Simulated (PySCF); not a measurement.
# Dipole response of Sb (antimony, neutral)

[Kr] 4d10 5s1 5p3 5d1, high-spin 6D determinant (an excited configuration). Calculation: PySCF 2.14, in x2c-TZVPPall with one added diffuse shell each of s, p, d, f type (9s7p5d3f, 76 functions); the spin-free X2C one-electron Hamiltonian (Gaussian nucleus). Coupled (time-dependent) response in atomic units; α is the mean over directions.

| method | mean α (bohr³) | α xx, yy, zz | C₆ (like pair) | S(−4) |
| --- | --- | --- | --- | --- |
| TPSS | 1610 | 2390, 2390, 50.91 | 16660 | 25660000 |

S(−4) is the Cauchy moment in α(ω) = α(0) + S(−4) ω² + …

Spin-orbit coupling is absent.

α(iu) at TPSS:

| u (hartree) | α(iu) (bohr³) |
| --- | --- |
| 0 | 1610 |
| 0.0500 | 87.46 |
| 0.100 | 55.36 |
| 0.200 | 37.10 |
| 0.300 | 26.73 |
| 0.500 | 15.47 |
| 0.750 | 9.203 |
| 1.00 | 6.218 |
| 1.50 | 3.559 |
| 2.00 | 2.403 |
| 3.00 | 1.371 |
| 5.00 | 0.6406 |

A single London oscillator, α(iu) = α/(1 + u²/ω²), gives C₆ = (3/4) ω α². Matching the computed C₆ needs ω = 4 × 16660 / (3 × 1610²) = 0.00857 hartree.

The components differ because the open shell of this determinant is not spherical; for a pure term their mean is the scalar polarisability.

The outer electron is Rydberg-like, and this basis confines it to a smaller radius and binds it less than a complete one would.
